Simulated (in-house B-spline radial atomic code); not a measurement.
## The gold ion Au⁴⁺: [He] 2s1 2p6 3s2 3p6 3d10 4s2 4p6 4d10 (4f5/2)6 (4f7/2)7 5s2 5p6 5d9 (with a hole in an inner shell)

Level of theory: Dirac-Hartree-Fock, average of the jj configuration, Fermi nucleus of rms radius 5.4371 fm; calculated with a radial B-spline atomic code at the basis-set limit.

Z_r = [3n² - l(l+1)]/(2<r>); Z_e = n√(-2ε); the last column is Slater's effective charge. Values are occupation-weighted means over j. An effective charge above Z reflects the relativistic contraction of the inner shells.

```tsv
shell	electrons	ε (eV)	<r> (bohr)	Z_r	Z_e	Slater
1s	2	-81653	0.01687	88.93	77.47	78.70
2s	1	-14775	0.07039	85.24	65.91	75.20
2p	6	-12905	0.06344	78.82	61.60	75.20
3s	2	-3629.8	0.1815	74.37	49.00	68.60
3p	6	-3083.5	0.1821	68.66	45.16	68.60
3d	10	-2444.7	0.1655	63.46	40.21	58.85
4s	2	-885.1	0.4016	59.76	32.26	52.25
4p	6	-697.87	0.424	54.25	28.65	52.25
4d	10	-454.57	0.4461	47.07	23.12	40.85
5s	2	-191.9	0.908	41.30	18.78	23.20
4f	13	-185.92	0.47	38.30	14.79	29.80
5p	6	-136.77	1.02	35.78	15.85	23.20
5d	9	-67.058	1.299	26.56	11.10	10.20
```

The least bound orbital is 5d5/2 at -66.04 eV, and it is also the most diffuse (<r> = 1.315 bohr). The part-filled 2s shell lies below the filled 5p shell in orbital energy.

For the 1s electron the small component carries 9 % of the norm, the zero-frequency Breit interaction raises the level by 294.9 eV, self-energy by 193.7 eV, and vacuum polarisation lowers it by 39.49 eV.
